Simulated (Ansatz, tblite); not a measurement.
Forces on the cluster Al4H5⁺ at its B3LYP-D4/def2-SVP geometry. The state is a singlet with charge 1.

The xTB rows come from tblite. The restricted singlet is unstable towards broken spin symmetry in Hartree–Fock (as tested in another run); at PBE-D4/def2-TZVP this wasn't settled. Another isomer (singlet) lies 0.63 eV lower at PBE0-D4/def2-TZVP; other spin states weren't run for this one.

GFN1-xTB (tblite), largest force 0.69 eV/Å:

```xyz
9
positions Å, forces eV/Å
Al   -0.300    0.424   -0.094    0.059    0.171    0.019
Al    0.492   -1.992   -1.870    0.185   -0.062   -0.484
Al    1.233    2.824    0.395    0.116    0.093    0.037
Al   -0.709   -2.004    1.793   -0.138   -0.063    0.499
H    -0.545    2.078   -0.173   -0.316    0.180   -0.098
H    -0.309   -0.142   -1.643   -0.172    0.241   -0.009
H     0.098   -1.753    0.031    0.245   -0.636    0.078
H    -1.220   -0.149    1.149   -0.140    0.244   -0.095
H     1.261    0.714    0.412    0.161   -0.167    0.054
```

GFN2-xTB (tblite), largest force 1.01 eV/Å:

```
Al 0.872 -0.410 0.287
Al 0.110 0.100 -0.109
Al -0.211 -0.305 -0.070
Al 0.022 0.098 0.151
H -0.202 0.017 -0.062
H -0.392 0.094 -0.137
H -0.062 0.396 -0.018
H -0.396 0.097 -0.125
H 0.259 -0.086 0.084
```

PBE-D4/def2-TZVP (Ansatz), largest force 0.23 eV/Å:

```
Al 0.048 -0.162 0.019
Al -0.041 0.110 0.068
Al -0.060 -0.108 -0.018
Al 0.006 0.114 -0.081
H -0.036 0.153 -0.011
H 0.008 -0.064 -0.218
H 0.025 -0.007 0.008
H -0.118 -0.064 0.178
H 0.168 0.029 0.054
```
